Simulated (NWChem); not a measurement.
SnNH2F3; SMILES [NH2][Sn]([F])([F])[F]

```xyz
7

N     -0.5903    -1.8596    -0.6337
Sn    -0.0041    -0.0091    -0.0076
F      0.3209     1.2155    -1.4714
F      1.6723    -0.1054     0.9686
F     -1.3334     0.8925     1.0886
H     -1.5710    -1.9978    -0.3425
H     -0.0298    -2.5527    -0.1128
```
Atoms are numbered in this order, from 1.

Program: NWChem. Structure relaxed at the PBE-D3(BJ)/def2-SVP level. def2 effective core potentials on Sn; no spin-orbit coupling. Ions are spin-unrestricted doublets at the neutral geometry; other ion states weren't tried.

| level | vertical ionisation energy, ΔSCF (eV) | −ε(HOMO) (eV) | ΔSCF minus −ε(HOMO) (eV) |
|---|---|---|---|
| B3LYP/def2-SVP | 11.46 | 8.72 | 2.74 |
| PBE/def2-SVP | 11.12 | 7.39 | 3.73 |
| M06-2X/def2-SVP | 11.66 | 10.51 | 1.15 |
| r2SCAN/def2-SVP | 11.29 | 7.85 | 3.44 |
